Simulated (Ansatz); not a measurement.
Stepwise reaction of `C=C[SiH2]Cl` with ammonia, as a gas-phase model of exchange steps in deposition or etching. ΔE in kJ/mol.

Computed with Ansatz on PBE0-D4/def2-TZVP structures; ΔE is electronic, products minus reactants. CCSD(T)/CBS is the MP2 limit (def2-TZVPP, def2-QZVPP) plus CCSD(T) − MP2 in def2-TZVPP, frozen cores. This one scheme is used for every species. DFT in def2-TZVPP. B3LYP here is the variant with VWN-RPA as its local correlation; programs differ in this. Each species was taken in one conformer, which may not be the lowest.

```tsv
step	reaction	PBE-D4	B3LYP-D4	ωB97M-V	CCSD(T)/CBS
1	`C=C[SiH2]Cl` + NH₃ → `C=C[SiH](N)Cl` + H₂	-46.2	-48.4	-49.5	-47.9
```

(1) Give the row of step 2, `C=C[SiH](N)Cl` + NH₃ → `C=C[Si](N)(N)Cl` + H₂. (Estimate.)

(2) By hand: ΔE of the 2 steps together at CCSD(T)/CBS.

Answers

(1) Ansatz gave: 
```json
{"step": "2", "reaction": "`C=C[SiH](N)Cl` + NH₃ → `C=C[Si](N)(N)Cl` + H₂", "PBE-D4": "-44.6", "B3LYP-D4": "-48.2", "ωB97M-V": "-49.1", "CCSD(T)/CBS": "-48.3"}
```

(2) (-47.9) + (-48.3) = -96.2 kJ/mol, or -48.1 kJ/mol a step.

In ΔE the steps differ by no more than 0.4 kJ/mol. All are downhill at CCSD(T)/CBS. PBE-D4 differs from CCSD(T)/CBS by 1.7 to 3.7 kJ/mol a step. Isolated molecules leave out the surface, adducts and barriers. Largest T1 diagnostic: 0.010.
